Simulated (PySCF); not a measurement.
C3HBrClF, SMILES FC=C=C(Cl)Br. Atoms are numbered in the order given.

```xyz
7

F     -3.3810    -0.6715     0.4361
C     -2.5601     0.1097    -0.2723
C     -1.2611    -0.0587    -0.3146
C      0.0364    -0.1730    -0.3825
Cl     0.8499    -1.1389    -1.5782
Br     1.1938     0.7210     0.8438
H     -3.0926     0.9018    -0.8115
```

Geometry optimised at B3LYP-D3(BJ)/def2-SVP. The structure was generated by enumeration, and PubChem lists no compound with its InChIKey, so it may never have been made.

All values below come from TDDFT-PBE/def2-SVPD in PySCF 2.14.0.

Vertical excitations. Gas-phase values at a fixed geometry.

```tsv
state	energy (eV)	λ (nm)	f	main pairs
S1	4.37	284	0.000	HOMO→LUMO 99 %
S2	4.76	260	0.000	HOMO−1→LUMO+1 98 %
S3	4.86	255	0.005	HOMO−1→LUMO 63 %, HOMO→LUMO+1 15 %, HOMO−1→LUMO+2 12 %
S4	5.02	247	0.000	HOMO→LUMO+2 97 %
S5	5.18	240	0.001	HOMO−1→LUMO+2 65 %, HOMO−2→LUMO 29 %
S6	5.36	231	0.068	HOMO→LUMO+1 49 %, HOMO−2→LUMO 32 %, HOMO−3→LUMO+1 9 %
S7	5.47	227	0.000	HOMO−2→LUMO+1 99 %
S8	5.55	224	0.000	HOMO−3→LUMO 97 %
S9	5.86	212	0.005	HOMO−3→LUMO+1 60 %, HOMO−4→LUMO 18 %
S10	6.03	205	0.048	HOMO−2→LUMO+2 52 %, HOMO−4→LUMO 31 %
T1	3.80	326	0	HOMO→LUMO+1 66 %, HOMO−1→LUMO 27 %
T2	3.90	318	0	HOMO−1→LUMO 63 %, HOMO→LUMO+1 31 %
T3	4.03	308	0	HOMO→LUMO 99 %
T4	4.47	277	0	HOMO−1→LUMO+1 96 %
```
Triplets are in the Tamm–Dancoff approximation, which puts them higher than full response would, so one can lie above its singlet here.
